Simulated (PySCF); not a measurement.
**Electron correlation in C (carbon, neutral)**

[He] 2s1 2p2 3s1, high-spin 5P determinant (an excited configuration). Computed with PySCF 2.14 in dyall-av2z (11s7p2d, 42 functions), with the non-relativistic Hamiltonian (point nucleus). Frozen: 1s2; 4 electrons correlated; the 8 highest virtual orbitals of each spin left out.

| level | correlation energy (mhartree) |
| --- | --- |
| CCSD | -19.15 |
| (T) | -0.12 |
| CCSD(T) | -19.27 |
| CCSDT | -19.32 |

Diagnostics: T1 = 0.0062, D1 = 0.0143, largest double amplitude 0.031.

The outer electron is Rydberg-like, and this basis confines it to a smaller radius and binds it less than a complete one would.

Cost of the coupled-cluster step: about 0.22 core-seconds, for 4 correlated electrons.
